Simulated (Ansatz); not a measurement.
Computed with Ansatz on PBE0-D4/def2-TZVP structures; ΔE is electronic, products minus reactants. CBS: MP2 limit from def2 TZ/QZ plus the TZ coupled-cluster correction, frozen cores. DFT in def2-TZVPP. B3LYP here is the variant with VWN-RPA as its local correlation; programs differ in this. HSE06 is defined as in plane-wave codes. For Br outer-core shells are correlated without core-valence functions, which leaves a few kJ/mol of doubt a bond. Scalar relativity is left out up to krypton. One conformer a species, not always the lowest.

`[SH][AlH][Br]` + `N[Si](O)(O)O` → `[NH2][AlH][Br]` + `O[Si](O)(O)S`  (redistribution)

`[SH][AlH][Br]`:

```xyz
5

S     1.328   -0.504   -0.952
Al   -0.480   -0.352    0.238
Br   -1.090    1.668    1.030
H     1.587    0.812   -0.859
H    -1.346   -1.624    0.543
```

`N[Si](O)(O)O`:

Z-matrix (Å, degrees):
```
Si
O 1 1.640
O 1 1.634 2 107.2
N 1 1.697 2 118.5 3 -116.5
O 1 1.642 2 103.3 3 123.0
H 2 0.958 1 115.6 3 -137.8
H 3 0.958 1 115.3 2 27.2
H 4 1.006 1 119.6 2 84.0
H 4 1.006 1 121.3 2 -63.9
H 5 0.958 1 115.8 2 173.3
```

`[NH2][AlH][Br]`:

Z-matrix (Å, degrees):
```
N
Al 1 1.756
H 1 1.007 2 125.0
H 1 1.007 2 124.3 3 -180.0
Br 2 2.258 1 117.4 3 -0.0
H 2 1.571 1 121.8 3 180.0
```

`O[Si](O)(O)S`:

```xyz
9

O     1.336   -0.599    0.655
Si    0.032    0.086   -0.042
O     0.022   -0.437   -1.587
O     0.040    1.718   -0.107
S    -1.655   -0.450    1.131
H     2.080   -0.773    0.074
H    -0.608   -0.032   -2.185
H    -0.023    2.192    0.725
H    -1.223   -1.705    1.336
```

```tsv
level	ΔE (kJ/mol)	difference from CCSD(T)/CBS
LDA (SPW92)	24.4	-2.8
PBE-D4	21.8	-5.4
revPBE-D4	21.4	-5.8
BLYP-D4	20.0	-7.2
r2SCAN-D4	24.3	-2.9
B97M-V	23.6	-3.6
PBE0-D4	26.0	-1.2
B3LYP-D4	23.7	-3.5
r2SCANh-D4	25.7	-1.5
r2SCAN0-D4	27.5	0.3
HSE06-D4	26.1	-1.1
BHLYP-D4	27.8	0.6
CAM-B3LYP-D4	24.6	-2.6
ωB97X-V	24.4	-2.8
ωB97M-V	25.4	-1.8
B2PLYP	25.1	-2.1
PBE	22.5	-4.7
revPBE	21.9	-5.3
BLYP	21.4	-5.8
B3LYP	24.8	-2.4
r2SCANh	25.8	-1.4
r2SCAN0	27.7	0.5
BHLYP	28.9	1.7
CAM-B3LYP	25.3	-1.9
LC-ωPBE	25.1	-2.1
RPA@PBE/def2-TZVPP	26.8	-0.4
HF/def2-SVP	33.7	6.5
MP2/def2-SVP	24.1	-3.1
CCSD/def2-SVP	26.5	-0.7
CCSD(T)/def2-SVP	25.5	-1.7
HF/def2-TZVPP	33.1	5.9
MP2/def2-TZVPP	25.6	-1.6
CCSD/def2-TZVPP	28.3	1.1
CCSD(T)/def2-TZVPP	27.2	0.0
HF/def2-QZVPP	32.6	5.4
MP2/def2-QZVPP	25.5	-1.7
SCS-MP2/def2-QZVPP	25.7	-1.5
HF/CBS(def2)	32.6	5.4
MP2/CBS(def2)	25.7	-1.5
CCSD/CBS(def2)	28.3	1.1
CCSD(T)/CBS	27.2	0
```

Largest T1 diagnostic among the species: 0.011.

From PBE to PBE0 (25 % exact exchange), in def2-TZVPP and without D4, ΔE moves by +4.1 kJ/mol. Leaving LDA and LC-ωPBE aside and taking each functional with its dispersion term where it has one, the values, not all of them listed here, spread over 8.0 kJ/mol, from BLYP-D4 to PBE-QIDH.
